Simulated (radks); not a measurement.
The numbers below are computed, except where a source is named.
Question: Radial electron density D(r) = 4 pi r^2 rho(r) of an atom or ion with 52 electrons. Level of theory: scalar-relativistic Kohn-Sham, PBEsol, spin-unpolarised, spherical densities, finite nucleus; Fermi nuclear charge, rms radius of each element as measured or else 0.836 A^(1/3) + 0.57 fm (a radial shooting solver on a logarithmic mesh with Libxc functionals).

| r (bohr) | D(r) (e/bohr) |
|---|---|
| 0.001993 | 6.687 |
| 0.00268 | 10.70 |
| 0.003632 | 16.87 |
| 0.004922 | 25.65 |
| 0.00667 | 37.14 |
| 0.00904 | 50.34 |
| 0.01215 | 62.30 |
| 0.01647 | 69.65 |
| 0.02232 | 69.01 |
| 0.03026 | 63.15 |
| 0.041 | 62.54 |
| 0.05513 | 74.82 |
| 0.07471 | 90.02 |
| 0.1013 | 85.36 |
| 0.1372 | 67.47 |
| 0.186 | 69.50 |
| 0.2501 | 76.45 |
| 0.3389 | 50.84 |
| 0.4593 | 26.32 |
| 0.6225 | 28.86 |
| 0.8436 | 23.31 |
| 1.143 | 10.68 |
| 1.537 | 6.369 |
| 2.083 | 4.112 |
| 2.823 | 1.380 |
| 3.826 | 0.1898 |
| 5.186 | 0.008882 |
| 6.972 | 0.0001129 |

What is the nuclear charge?

Answer: Z = 54. The innermost maximum, from 1s, lies near gamma/Z bohr with gamma = sqrt(1 - (Z/c)^2) = 0.919, here 0.017 bohr (found: 0.0187), and its height grows with Z. The density is that of the xenon ion Xe2+ in [Kr] 4d9 5s2 5p5; the configuration itself is not fixed sharply by these data, and Z only to a few units. D(r) has 4 maxima, at r = 0.0187, 0.0822, 0.236, 0.664 bohr, and minima at 0.0361, 0.155, 0.494 bohr, inside which lie 1.97, 11.12, 28.97 electrons.
